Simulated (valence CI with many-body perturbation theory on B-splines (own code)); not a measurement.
Results of a calculation; reference values are marked as such.
**Hyperfine factors and g values of Tc XXIX**

Level of theory: relativistic CI+MBPT: five valence electrons over a frozen Dirac-Fock core [Ne], a basis of 9 s, 9 p, 8 d, 6 f, 3 g, 1 h functions for each j, with the one-electron correlation potential Σ1 (screened to all orders), the two-electron term Σ2, the three-electron term Σ3, Breit, model QED; selected single and double excitations, second order for the rest (own B-spline code, finite nucleus).

The last digits are not significant, and no measured levels were compared; by estimate large intervals hold to a few tenths of a per cent, small ones and those within an open d or f shell to about a per cent. Among the levels kept, up to 610 cm⁻¹ of a level comes from second order outside the variational space, and about a tenth of that is noise between levels of different J, which matters for small intervals.

A/g_I is the dipole constant over the nuclear g factor μ/I (μ in nuclear magnetons, uniformly magnetised nucleus), B/Q the quadrupole constant per barn. Both hold the static response of the core; the bare values leave it out. Large factors of s and p1/2 electrons are usually good to 5 to 10 %; those of open d and f shells near neutrality can be off by tens of per cent, and small factors of p3/2, d and f electrons come from cancelling terms and can be off by a factor of two or in sign, in half-filled shells by more. B is blank for J = 1/2, where it vanishes, and for nearly pure S terms. Energies count from the lowest level.

Levels are named by their leading jj configuration (3d3/2^4 stands for four electrons in 3d with j = 3/2), which in mixed levels can hold well under half, so a name can repeat and another be missing. Letters in brackets count levels of one name in rising energy.

```tsv
Level	E (eV)	g	A/g_I (MHz)	A/g_I bare	B/Q (MHz/b)	B/Q bare
(3s^2 3p1/2^2 3p3/2) J=3/2	0.00	1.527	24900	25200	39200	38300
(3s^2 3p1/2 3p3/2^2) J=3/2	21.93	1.342	6320	6910	24000	23400
(3s^2 3p1/2 3p3/2^2) J=5/2	27.64	1.197	60100	58900	-236	-228
(3s^2 3p1/2 3p3/2^2) J=1/2	35.00	0.661	177000	171000		
(3s^2 3p3/2^3) J=3/2	56.92	1.257	32600	32300	-63200	-61700
(3s 3p1/2^2 3p3/2^2) J=5/2	94.60	1.533	122000	119000	26600	26000
(3s 3p1/2^2 3p3/2^2) J=3/2	104.91	1.228	-5500	-3970	-32600	-31600
(3s 3p1/2^2 3p3/2^2) J=1/2	109.01	2.426	395000	384000		
(3s^2 3p1/2^2 3d3/2) J=3/2	115.10	1.044	51900	51000	-2630	-2240
(3s^2 3p1/2^2 3d5/2) J=5/2	122.79	1.159	16000	16400	12400	12800
(3s 3p1/2 3p3/2^3) J=3/2	123.64	1.060	22900	22700	-34500	-33500
(3s 3p1/2 3p3/2^3) J=5/2	128.05	1.250	122000	119000	-62600	-61100
(3s^2 3p1/2 3p3/2 3d3/2) J=3/2 [a]	130.92	1.046	35200	35100	-23000	-22400
(3s^2 3p1/2 3p3/2 3d3/2) J=1/2 [a]	132.07	0.604	49700	49000		
(3s^2 3p1/2 3p3/2 3d3/2) J=5/2 [a]	133.94	0.941	50400	49400	-22800	-21900
(3s^2 3p1/2 3p3/2 3d3/2) J=7/2	137.56	1.151	34000	33800	14700	15000
(3s^2 3p1/2 3p3/2 3d5/2) J=7/2 [a]	139.49	1.287	5070	5890	60600	59800
(3s 3p1/2 3p3/2^3) J=1/2	141.61	0.914	59400	57700		
(3s^2 3p1/2 3p3/2 3d5/2) J=3/2 [a]	143.87	1.137	-2100	-971	-25700	-25000
(3s^2 3p1/2 3p3/2 3d5/2) J=9/2	144.62	1.244	30600	30500	18800	19200
(3s^2 3p1/2 3p3/2 3d5/2) J=5/2 [a]	147.11	1.219	29600	29600	-21500	-20700
(3s^2 3p1/2 3p3/2 3d3/2) J=3/2 [b]	154.38	1.193	-10700	-9190	13100	12800
(3s^2 3p1/2 3p3/2 3d5/2) J=7/2 [b]	155.11	1.039	35900	35400	46200	45800
(3s^2 3p1/2 3p3/2 3d3/2) J=5/2 [b]	155.20	1.393	27400	27700	757	663
(3s^2 3p1/2 3p3/2 3d3/2) J=1/2 [b]	157.03	1.918	97100	95500		
(3s^2 3p1/2 3p3/2 3d5/2) J=3/2 [b]	158.94	1.475	44800	44700	-7960	-7990
(3s 3p3/2^4) J=1/2 [a]	160.62	1.459	236000	228000		
(3s^2 3p1/2 3p3/2 3d5/2) J=3/2 [c]	162.86	0.893	41100	40400	20500	20300
(3s^2 3p1/2 3p3/2 3d5/2) J=5/2 [b]	164.97	1.090	7990	8420	39700	39300
(3s^2 3p3/2^2 3d5/2) J=7/2	167.80	1.233	17300	17600	16700	16700
(3s^2 3p3/2^2 3d5/2) J=9/2	170.80	1.194	19800	20000	62400	61800
(3s^2 3p1/2 3p3/2 3d5/2) J=1/2	172.52	1.059	-25100	-23700		
(3s^2 3p3/2^2 3d3/2) J=1/2	176.26	1.216	16600	16100		
(3s^2 3p3/2^2 3d3/2) J=3/2 [a]	178.34	1.093	19100	19300	-20300	-20100
(3s^2 3p3/2^2 3d3/2) J=5/2	178.46	1.186	43700	43200	-24200	-23700
(3s^2 3p3/2^2 3d3/2) J=7/2	182.94	1.115	26700	26700	-1610	-874
(3s^2 3p3/2^2 3d5/2) J=5/2 [a]	185.61	1.204	10100	10700	75600	74400
(3s^2 3p3/2^2 3d3/2) J=3/2 [b]	188.43	1.108	16200	16800	-219	73.6
(3s 3p3/2^4) J=1/2 [b]	194.54	1.716	232000	225000		
(3s^2 3p3/2^2 3d5/2) J=3/2	195.83	0.955	15100	15400	13200	13100
```

(1) Take the isotope of mass number 99, with I = 9/2, μ = 5.678 μN and Q = -0.129 b. What is the hyperfine structure of (3s^2 3p3/2^3) J=3/2?

Results:

(1) From the table A = 41100 MHz, B = 8160 MHz. Shifts from the centre of gravity in MHz: F = 3: -335000, F = 4: -176000, F = 5: 27400, F = 6: 279000.
